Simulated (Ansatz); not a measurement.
Input and output for `C#[C][ZnH]`.

```yaml
crystal:
  periodic: [false, false, false]
  atoms:
    - {symbol: C, position_ang: [-1.434792, 0.706716, 0.734510]}
    - {symbol: C, position_ang: [-0.329632, 0.159685, 0.171000]}
    - {symbol: Zn, position_ang: [1.388795, -0.685487, -0.709713]}
    - {symbol: H, position_ang: [-2.408383, 1.188871, 1.230678]}
    - {symbol: H, position_ang: [2.783989, -1.369785, -1.426476]}
basis:
  gaussian: {orbitals: 6-31G}
magnetization: {spin_polarized: true, initial_magnetization: 2}
hamiltonian: {xc: {name: SVWN5}}
scf: {lower_state_search: light}
```

```sh
$ ansatz run in.yaml --threads 2 --pin off --events-out ev --progress --plain --max-ram 4352MiB
```

Shortened log:

```
Functional definition: SVWN5
605 factors; integrals over basis functions are off by at most 4.1e-4 eV
mean field evaluation 1: about -50380.4556 eV, gradient 8.0e1 eV
mean field evaluation 2: about -50102.7640 eV, gradient 1.9e2 eV
mean field evaluation 4: about -50304.2058 eV, gradient 9.2e1 eV
mean field evaluation 8: about -50409.5454 eV, gradient 8.5e0 eV
mean field evaluation 16: about -50410.2937 eV, gradient 2.3e-3 eV
mean field evaluation 32: about -50410.2937 eV, gradient 1.3e-2 eV
mean field evaluation 64: about -50410.2937 eV, gradient 4.3e-3 eV
mean field evaluation 96: about -50410.2937 eV, gradient 1.7e-5 eV
mean field -50410.29366116 eV, -1852.5441227235 hartree, gradient 8.4e-7 eV, S^2 2.004576; 8 other end points of the search recorded, 0 dependent functions left out
reference -50410.29369654 eV, -1852.5441240235 hartree; 23, 21 occupied and 28, 30 virtual orbitals, 605 factors
Total energy: -50410.29369654 eV, -1852.5441240235 hartree
```

Run time 22 s (2 threads of an Arm Neoverse V1 on a shared host); peak host memory 0.32 GiB.
